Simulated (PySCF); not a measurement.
Work out the structure from these simulated measurements.

Formula: C6H12S.

* Rotational structure: rotational constants A, B, C: 3.817, 1.383, 1.150 GHz [GFN2-xTB]
* NMR, other nuclei: isotropic shieldings of nuclei other than C and H, by class: 500 (1 S) ppm [GIAO PBE0/pcSseg-1]
* Dipole: 1.63 D [CAM-B3LYP/def2-SVPD]
* 13C NMR: chemical shifts (computed TMS as zero) by class: 52.2 (1 C), 37.1 (1 C), 30.1 (1 C), 25.9 (1 C), 23.7 (1 C), 19.5 (1 C) ppm [GIAO PBE0/pcSseg-1]
* Triplet: lowest triplet excitation (Tamm–Dancoff): 4.88 eV [TDA CAM-B3LYP/def2-SVPD]
* UV, strongest line: among the 8 lowest singlet transitions: S7 at 7.59 eV (163 nm, f = 0.037) [TDDFT CAM-B3LYP/def2-SVPD]

Electronic properties: PySCF, gas phase, density fitting. Levels stand in brackets. The structure is a single GFN2-xTB conformer in the gas phase; no vibrational or solvent corrections. NMR classes are plain means over equivalent atoms (diastereotopic ones count apart unless rotation or inversion swaps them), as if these changed places fast.

Problem. What is the compound? Reason from the data.

Solution. Numbering: `[CH3:1][S:2][C@@H:3]1[CH2:4][CH2:5][C@H:6]1[CH3:7]`. Its formula, C6H12S, gives 1 degree of unsaturation: 1 ring and 0 π bonds in the structure found. 6 carbons fall into 6 classes; from least to most shielded: ring sp3 carbon bound to sulfur [C3] (52.2 ppm), four-membered-ring carbon [C6] (37.1 ppm), four-membered-ring carbon [C4] (30.1 ppm), four-membered-ring carbon [C5] (25.9 ppm), methyl carbon [C7] (23.7 ppm), S-methyl carbon [C1] (19.5 ppm). The other shieldings belong to: 500 ppm, sulfide sulfur [S2]. The optimised geometry has point group C1 and is an asymmetric top. Structure: `CS[C@@H]1CC[C@H]1C`. Computed isomers that give other values at the same levels: `SC1CCCCC1` (13C chemical shifts (computed TMS as zero) by class: 45.5 (1 C), 39.9 (2 C), 30.6 (2 C), 29.2 (1 C) ppm); `CC(C)SC1CC1` (13C chemical shifts (computed TMS as zero) by class: 46.9 (1 C), 25.6 (2 C), 20.3 (1 C), 10.3 (2 C) ppm); `CCC[C@@H]1CCS1` (13C chemical shifts (computed TMS as zero) by class: 48.0 (1 C), 47.4 (1 C), 31.8 (1 C), 26.2 (1 C), 24.6 (1 C), 16.7 (1 C) ppm). The assignments are read from this structure; whether some other isomer fits the data as well wasn't checked. The mirror image fits equally.

Shape of the structure used: `[CH3:1][S:2][C@@H:3]1[CH2:4][CH2:5][C@H:6]1[CH3:7]`: C1–S2–C3–C4 -75°.
